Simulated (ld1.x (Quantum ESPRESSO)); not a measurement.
## What one change does to a pseudopotential (chromium, ultrasoft)

- Element: chromium
- Generator: ld1.x (Quantum ESPRESSO) 7.5
- Type: ultrasoft
- Functional: PBEsol
- Relativity: scalar-relativistic
- Frozen core: [Ne]
- Valence charge: 14
- Reference configuration: 3s2 3p6 3d4 4s2 4p0
- Partial waves: 3s (bound): rcut 1.20, rcutus 1.35 bohr; 4s (bound): rcut 1.20, rcutus 1.35 bohr; 3p (bound): rcut 1.40, rcutus 1.50 bohr; 4p (bound, empty): rcut 1.40, rcutus 1.50 bohr; 3d (bound): rcut 1.20, rcutus 1.45 bohr; 3d channel at 0.55 Ry: rcut 1.20, rcutus 1.45 bohr; 4f channel at 0.2 Ry: rcut 1.50, rcutus 1.60 bohr; 4f channel at 1.1 Ry: rcut 1.50, rcutus 1.60 bohr
- Local potential: all-electron potential smoothed inside 1.55 bohr (lloc = -2)
- Core correction: a·sin(br)/r model core, default radius (core density twice the valence density)
- Augmentation charge: PSQ, inside the norm-conserving radii

All-electron outer shells of the reference configuration (PBEsol, scalar-relativistic, ld1.x):

```tsv
shell	level (eV)	outermost node (bohr)	outermost maximum (bohr)
2s	-670.81	0.09	0.24
2p	-564.71	–	0.20
3s	-77.75	0.36	0.78
3p	-49.17	0.33	0.80
3d	-6.02	–	0.82
4s	-4.93	1.11	2.61
4p	-1.39	1.23	3.48
```

Change: fully relativistic; removed wave 4f channel at 1.1 Ry: rcut 1.50, rcutus 1.60 bohr.

Cutoffs: the cutoffs (Ry, on a coarse ladder) from which the occupation-weighted sum of valence levels, in a spherical-Bessel basis at the reference potential, stays within 10 and 1 mRy of its value at 400 Ry; they do not see the model core or the augmentation charge, which bear on the density cutoff. Errors are all-electron minus pseudo energies relative to the spin-unpolarised reference configuration.

**Question.** What does the change do?

**Answer.** Of the 7 tests that both files solve, the error grows in 1 and shrinks in 6 by more than 15 % and 0.3 meV (median size 9.3 → 3.0 meV); neither file shows a bound ghost.

| quantity | base | changed |
| --- | --- | --- |
| cutoffs, loose and tight | 50 Ry, 90 Ry | not determined |
| bound ghosts | none | none |
| error for 3s2 3p6 3d5 4s1 4p0, meV [ΔE 0.09 eV] | -9.3 | -1.6 |
| error for 3s2 3p6 3d5 4s0 4p0, meV [ΔE 6.97 eV] | -26 | -5.5 |
| error for 3s2 3p6 3d4 4s0 4p0, meV [ΔE 22.98 eV] | -22 | -4.6 |
| error for 3s2 3p5 3d5 4s1 4p0, meV [ΔE 51.51 → 51.52 eV] | +2.5 | +13 |
| error for 3s2 3p6 3d3 4s0 4p0, meV [ΔE 53.69 eV] | +4.8 | +0.9 |
| error for 3s2 3p6 3d4 4s1 4p0, meV [ΔE 8.10 eV] | -3.2 | -0.6 |
| error for 3s2 3p6 3d5 4s0.5 4p0, meV [ΔE 2.80 eV] | -15 | -3.0 |
| s: phases at 1.76 bohr within 0.05 rad from the reference energy up to (Ry; the scan ends near 5) | to the end of the scan | to the end of the scan |
| lowest overlap eigenvalue by channel | s 0.15, p 0.15, d 0.95, f 0.97 | s 0.15, p1/2 0.14, p3/2 0.15, d3/2 0.96, d5/2 0.95, f5/2 0.89, f7/2 0.89 |
